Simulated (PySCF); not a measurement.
## Mn⁺ (manganese, charge +1) across methods

[Ar] 3d6, high-spin 5D determinant (an excited configuration). Calculation: PySCF 2.14, in x2c-QZVPPall with one added diffuse shell each of s, p, d, f, g type (12s8p6d5f3g, 128 functions); the spin-free X2C one-electron Hamiltonian (Gaussian nucleus). The B2PLYP total includes its PT2 part (frozen core); its orbital energies are those of the SCF part.

```tsv
method	E (hartree)	mean ε 3p β (eV)	mean ε 3d α (eV)	mean ε 3d β (eV)	Σ⟨r²⟩ (bohr²)	⟨S²⟩
r2SCANh	-1158.197	-56.981	-12.769	-9.483	21.54	6.007
B2PLYP	-1157.967	-60.982	-15.682	-11.879	21.27	6.008
LDA	-1155.812	-55.397	-12.120	-9.050	21.97	6.004
PBE0	-1158.030	-58.096	-13.743	-10.446	21.52	6.005
PBE	-1158.011	-55.248	-11.876	-9.030	22.01	6.004
r2SCAN	-1158.207	-55.927	-12.017	-8.889	21.69	6.007
BLYP	-1158.310	-55.229	-11.784	-9.157	22.13	6.005
```

Problem. Estimate the same row for UHF.

Solution. E (hartree) = -1157.05634; mean ε 3p β (eV) = -65.576; mean ε 3d α (eV) = -19.085; mean ε 3d β (eV) = -13.929; Σ⟨r²⟩ (bohr²) = 20.77; ⟨S²⟩ = 6.011.
